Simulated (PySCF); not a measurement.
Simulated Si 2p region for `[SeH][SiH3]` (silaneselenol), binding energy against the vacuum level.

Every computed line was given a Gaussian of 1.0 eV full width at half maximum and an area set by the number of equivalent atoms (split 2:1 within a doublet); the highest printed point is 100. Computed, not measured: delta-SCF UKS SCAN, pcX-2 on the ionised atom, pcseg-1 elsewhere, spin-free X2C in PySCF.

```
binding energy (eV)  intensity
              105.9          0
              106.0          1
              106.1          1
              106.2          2
              106.3          4
              106.4          7
              106.5         12
              106.6         19
              106.7         28
              106.8         38
              106.9         51
              107.0         64
              107.1         76
              107.2         87
              107.3         95
              107.4         99
              107.5        100
              107.6         97
              107.7         92
              107.8         84
              107.9         75
              108.0         66
              108.1         56
              108.2         46
              108.3         36
              108.4         28
              108.5         20
              108.6         14
              108.7         10
              108.8          6
              108.9          4
              109.0          2
              109.1          1
              109.2          1
              109.3          0
              109.4          0
```

**Question.** Count the maxima, the lines and the sites behind this envelope.

**Answer.** The curve has 1 maximum (at 107.5 eV). Under it lie 2 lines from 1 inequivalent silicon site, drawn as a 2p3/2, 2p1/2 pair. At this width some lines have no maximum of their own.

**Question.** Decompose the envelope and assign each component. Numbering: `[SiH3:1][SeH:2]`.

**Answer.** 
```
position (eV)  relative area      line  atoms   environment
       107.34           0.67  Si 2p3/2    Si1  SiH3 silicon
       107.96           0.33  Si 2p1/2    Si1  SiH3 silicon
```

**Question.** What are the centre and the root-mean-square width of the whole band?

**Answer.** The area-weighted mean of the lines is 107.54 eV. Their own spread about it is 0.29 eV (rms) and each Gaussian has σ = 1.0/2.355 = 0.42 eV; the variances add, which gives 0.52 eV.

No satellites, vibrations or lifetime broadening are included. Spin–orbit and ligand-field terms were added within each 2p shell after the spin-free SCF. 2p1/2 minus 2p3/2 (ligand field included): Si 0.62 eV. Isolated species at its PBE0-D3(BJ)/def2-SVP geometry, gas phase.

Hardware: one thread, Arm Neoverse N1 (aarch64), shared host with 64 logical CPUs at a one-minute load of 64. Cost: 7.9 s, 0.41 GiB resident at most.
